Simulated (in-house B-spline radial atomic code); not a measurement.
## Cl: [Ne] 3s2 3p4 4f1 (an excited or competing configuration)

Computed with a radial B-spline atomic code at the basis-set limit: non-relativistic BHandHLYP, spin-polarised, spherical fractional occupations, exact exchange averaged over the configuration, point nucleus.

Z_r = [3n² - l(l+1)]/(2<r>); Z_e = n√(-2ε); the last column is Slater's effective charge. Values are occupation-weighted means over spin.

```json
{"shell": "1s", "electrons": "2", "ε (eV)": "-2809.8", "<r> (bohr)": "0.09135", "Z_r": "16.42", "Z_e": "14.37", "Slater": "16.70"}
{"shell": "2s", "electrons": "2", "ε (eV)": "-281.22", "<r> (bohr)": "0.444", "Z_r": "13.51", "Z_e": "9.09", "Slater": "12.85"}
{"shell": "2p", "electrons": "6", "ε (eV)": "-217.17", "<r> (bohr)": "0.4064", "Z_r": "12.30", "Z_e": "7.99", "Slater": "12.85"}
{"shell": "3s", "electrons": "2", "ε (eV)": "-34.559", "<r> (bohr)": "1.499", "Z_r": "9.01", "Z_e": "4.78", "Slater": "6.45"}
{"shell": "3p", "electrons": "4", "ε (eV)": "-21.27", "<r> (bohr)": "1.703", "Z_r": "7.34", "Z_e": "3.75", "Slater": "6.45"}
{"shell": "4f", "electrons": "1", "ε (eV)": "-0.61285", "<r> (bohr)": "17.58", "Z_r": "1.02", "Z_e": "0.85", "Slater": "1.00"}
```

The least bound orbital is 4f up at -0.6129 eV, and it is also the most diffuse (<r> = 17.58 bohr).
